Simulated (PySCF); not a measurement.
Ru⁺: excitation energy

Ru⁺ [Kr] 4d7 (4F) → Ru⁺ [Kr] 4d6 5s1 (6D), as a difference of total energies. All numbers are calculated (PySCF 2.14, scalar relativity through the core potential, in aug-cc-pVTZ-PP with one added diffuse shell each of s, p, d, f, g type with ECP28MDF (7s7p6d4f3g, 113 functions)). Correlated levels: valence: 4s2 4p6 frozen. The calculations carry no spin-orbit coupling.

Order these methods by the excitation energy they give, lowest first.
A. PBE0
B. SCS-MP2 (valence)
C. r2SCAN
D. PW91

C (0.533 eV), D (0.833 eV), A (0.879 eV), B (1.513 eV).

Errors of the correlated levels include the incompleteness of this basis and the frozen core.

For comparison: 1.090 eV (measured; NIST levels, between the centres of gravity of the two terms).
